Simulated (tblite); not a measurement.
Run record: tight-binding relaxation, `C#C[Si@@H]1CCN[Si@@H]1SC`.

Computed with GFN2-xTB geometry optimisation, gas phase (tblite 0.8.0). Start geometry: from a force field or distance geometry. The command runs a driver script over a list of jobs; the input below is this job's line of settings and its coordinates in Å.

Command:
```bash
OMP_NUM_THREADS=1 python probes_run.py task.json out
```

Input:
```
{"job": {"kind": "relax", "xc": "GFN2-xTB", "basis": "xTB"}, "charge": 0, "multiplicity": 1}
C     -2.129100     2.576700     0.721000
C     -1.792600     1.725500    -0.066000
Si    -1.289900     0.442500    -1.214500
C     -2.070300    -1.223800    -0.796700
C     -1.160900    -1.685600     0.327100
N      0.152100    -1.917600    -0.230500
Si     0.772100    -0.294100    -0.768100
S      1.752900     0.790300     0.770100
C      3.502700     1.087100     0.439100
H     -2.441900     3.340300     1.429800
H     -1.467500     0.805400    -2.613800
H     -2.099700    -1.872600    -1.669900
H     -3.082400    -1.060300    -0.317500
H     -1.525800    -2.625200     0.773300
H     -1.138300    -0.866700     1.104500
H      0.769000    -2.224500     0.547200
H      1.570900    -0.455300    -1.980900
H      3.759200     2.106400     0.765600
H      4.157700     0.384200     0.993800
H      3.756900     0.978000    -0.626200
```

Q: What does the run print?

A: 
```
step      E/eV     max force
  0    -703.50331    2.416
  1    -703.75689    1.404
  2    -703.78889    4.345
  3    -703.89917    0.974
  4    -703.95118    0.850
  5    -704.02738    0.669
  6    -704.06144    0.497
  7    -704.08876    0.416
  8    -704.11759    0.529
  9    -704.14710    0.528
... (232 lines left out)
242    -704.41358    0.039
243    -704.41372    0.030
244    -704.41385    0.025
245    -704.41399    0.021
246    -704.41410    0.024
247    -704.41420    0.021
248    -704.41428    0.021
249    -704.41432    0.017
250    -704.41435    0.014
251    -704.41436    0.009
```

«max force» is the largest atomic force in eV/Å.

Q: From which step on does the largest force stay under 0.1 eV/Å, and how much energy is left to gain from there?

A: From step 173 (0.057 eV/Å), 19.9 meV above the end.

In short: energy lowered by 21.0 kcal/mol over 251 steps; largest atomic force 0.009 eV/Å at the end.

Q: Where do the atoms end?

A: 0.847 Å rms from the input after alignment:
```
atom  x, y, z in Å
C1    -1.6060    2.7817    0.5578
C2    -1.3236    1.8512   -0.1514
Si3   -0.7992    0.3978   -1.1739
C4    -1.9271   -1.1053   -0.8118
C5    -1.3606   -1.8643    0.3861
N6     0.0797   -2.0188    0.2663
Si7    1.0382   -0.7447   -0.3698
S8     2.2327    0.2171    1.1616
C9     2.9535    1.5368    0.1415
H10   -1.8677    3.5983    1.1682
H11   -0.8803    0.7998   -2.5855
H12   -1.9203   -1.7634   -1.6820
H13   -2.9643   -0.8412   -0.6134
H14   -1.8070   -2.8639    0.4435
H15   -1.6261   -1.3312    1.3113
H16    0.4555   -2.6605    0.9457
H17    2.0215   -1.3588   -1.2721
H18    3.6329    2.0944    0.7772
H19    3.4998    1.0988   -0.6884
H20    2.1633    2.1869   -0.2236
```

On Intel Xeon at 2.50 GHz, one thread, shared host with 64 logical CPUs at a one-minute load of 62, this took 10 s.
Labels such as C1 count atoms from 1, the log's own numbers from 0.
